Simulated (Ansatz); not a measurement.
## SiSe (SMILES [Si][Se]): the energy, rung by rung

SiSe has 2 atoms, charge 0, and is taken as a singlet. SMILES: `[Si][Se]`. The shape is that of a PBE0-D4/def2-TZVP optimisation.

```xyz
2

Si    0.0000    0.0000    0.0314
Se    0.0000    0.0000    2.0931
```

Each level gives the energy change with the Si1–Se2 bond stretched from 2.062 to 4.249 Å (eV). The values are calculated.

```csv
level,kind,program,value (eV),less FCI/STO-3G
HF/STO-3G (restricted),Hartree–Fock,Ansatz,8.64,+2.40
revPBE/STO-3G (restricted),GGA,Ansatz,8.45,+2.21
wB97M-V/STO-3G (restricted),range-separated hybrid,Ansatz,9.80,+3.56
wB97X/STO-3G (restricted),range-separated hybrid,Ansatz,9.81,+3.57
B2PLYP/STO-3G (restricted),double hybrid,Ansatz,9.67,+3.43
RPA@PBE/STO-3G (restricted),RPA,Ansatz,5.44,-0.80
MP2/STO-3G (restricted),perturbation theory,Ansatz,9.92,+3.68
CCSD(T)/STO-3G (unrestricted),coupled cluster or CI,Ansatz,6.24,0.00
FCI/STO-3G,exact in the basis,Ansatz,6.24,0.00
```

FCI/STO-3G is exact within its basis and frozen core, so for wave-function methods in that basis the difference is their error; functionals converge differently with the basis, so for them it is only a difference. A spin-restricted reference rises too steeply as a bond breaks; here HF/STO-3G, revPBE/STO-3G, wB97M-V/STO-3G, wB97X/STO-3G, B2PLYP/STO-3G, MP2/STO-3G lie well above the multireference or unrestricted value. All-electron rows without a relativistic Hamiltonian named are non-relativistic. The first shape isn't each level's own minimum. The values span 5.44 to 9.92 eV. Spin contamination of the reference (⟨S²⟩ at least 0.1 too high) touches CCSD(T)/STO-3G. All rows use very small basis sets, so none should be taken for the real molecule's value. In the correlated wave-function rows the outer d shell of Se is correlated, in sets not made for it.
